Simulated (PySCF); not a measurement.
BH₃S, SMILES BS.

The structure is a stationary point at ωB97X-D3(BJ)/def2-TZVP.

Vertical ionisation energy (IE) and electron affinity (EA) in eV. Rows of orbital energies are one-electron estimates. Where ΔSCF, EOM or ADC give a negative EA the extra electron is unbound and the value depends on the basis.

| level | IE | EA |
|---|---|---|
| −ε(HOMO), −ε(LUMO), B3LYP/def2-TZVPD (PySCF) | 8.23 | 1.56 |
| −ε(HOMO), −ε(LUMO), r2SCAN/def2-TZVPD (PySCF) | 7.58 | 1.96 |
| ADC(2)/aug-cc-pVDZ (PySCF) | 10.52 | -0.78 |

### Question
Beyond the first one, list the lowest photoelectron lines from PySCF with ADC(2)/aug-cc-pVDZ with their pole strengths (two spins summed). (The exact figures need the calculation; the answer reports its results.)

### Answer
11.49 eV (1.82), 12.71 eV (1.83), 14.63 eV (1.80), 17.33 eV (1.78), 23.12 eV (0.08).
